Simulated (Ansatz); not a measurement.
Cost and result up the ladder for Cu(AsH3)Me (CH6AsCu) (9 atoms). Total charge 0; singlet. Geometry: B3LYP-D4/def2-SVP.

Cartesian coordinates in Å:
```
Cu 0.096 -0.089 -0.285
As -0.654 0.563 1.848
H -0.025 -0.021 3.100
H -2.097 0.343 2.267
H -0.574 2.016 2.284
C 0.717 -0.620 -2.032
H 0.097 -0.174 -2.830
H 0.680 -1.717 -2.153
H 1.760 -0.300 -2.199
```

Ansatz on 4 threads of INTEL XEON PLATINUM 8581C on a shared host. Times are rough, and most runs start from the orbitals of an earlier one. ωB97X-V/def2-TZVP serves as the yardstick here, not as an exact answer. Differences are given only for rows in sets of like size (and for xTB, whose basis is part of the method), since another set adds its own error. Binding counts from free atoms at the same level (Cu doublet, As quartet, H doublet, C triplet; other spins of the atoms weren't run), without zero-point energy or a counterpoise term.

Correlated methods freeze 19 core orbitals; core or outer-core shells of As are correlated, in sets that lack core-valence functions.

Correlated methods converge slowly with the basis.

| level | functions | wall time |
| --- | --- | --- |
| PBE-D4/def2-SVP | 107 | 0.6 s |
| PBE-D4/def2-TZVP | 160 | 0.75 s |
| revPBE-D4/def2-TZVP | 160 | 0.8 s |
| HF/def2-TZVP | 160 | 0.85 s |
| PBE0-D4/def2-SVP | 107 | 0.85 s |
| PBE0-D4/def2-TZVP | 160 | 1.4 s |
| CAM-B3LYP-D4/def2-TZVP | 160 | 1.4 s |
| r2SCAN-D4/def2-TZVP (with forces) | 160 | 1.6 s |
| r2SCANh-D4/def2-TZVP | 160 | 1.8 s |
| r2SCAN0-D4/def2-TZVP | 160 | 1.9 s |
| B97M-V/def2-TZVP | 160 | 2.8 s |
| ωB97X-V/def2-TZVP | 160 | 3 s |
| CCSD(T)/def2-TZVP | 160 | 14 s |

Problem. Estimate what each level gives for the binding energy per atom (eV).

Solution. 
```
                            level  binding energy per atom (eV)  difference from ωB97X-V/def2-TZVP (eV)
                  PBE-D4/def2-SVP                          3.01                                       –
                 PBE-D4/def2-TZVP                          2.96                                    0.02
              revPBE-D4/def2-TZVP                          2.89                                   -0.05
                     HF/def2-TZVP                          1.99                                   -0.95
                 PBE0-D4/def2-SVP                          2.93                                       –
                PBE0-D4/def2-TZVP                          2.89                                   -0.05
           CAM-B3LYP-D4/def2-TZVP                          2.93                                   -0.01
r2SCAN-D4/def2-TZVP (with forces)                          2.94                                    0.01
             r2SCANh-D4/def2-TZVP                          2.92                                   -0.02
             r2SCAN0-D4/def2-TZVP                          2.88                                   -0.06
                 B97M-V/def2-TZVP                          2.95                                    0.01
                ωB97X-V/def2-TZVP                          2.94                                    0.00
                CCSD(T)/def2-TZVP                          2.80                                   -0.14
```
